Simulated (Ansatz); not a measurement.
Cartesian coordinates in Å:
```
B -0.570 0.369 1.187
O 0.514 -0.234 0.628
C 0.739 -0.259 -0.714
N -0.065 -0.483 -1.638
Cl 2.404 0.023 -1.035
H -0.668 0.269 2.369
H -1.348 0.955 0.492
H -1.008 -0.640 -1.289
```

The species carries charge 0 and has multiplicity 1.

Question: List the PBE0/def2-TZVPP orbital energies in eV (Ansatz). (Best estimate.)

Answer: Ansatz gave: Occupied: -2768.17, -524.82, -391.68, -282.79, -259.99, -198.34, -198.12, -198.09, -186.04, -31.24, -26.43, -24.15, -18.74, -16.19, -14.41, -13.94, -13.09, -11.68, -10.62, -9.98, -9.61, -8.84, -8.76. Lowest empty: -1.58, -0.14, 0.75, 1.55, 1.93, 2.57, 2.99, 3.39.
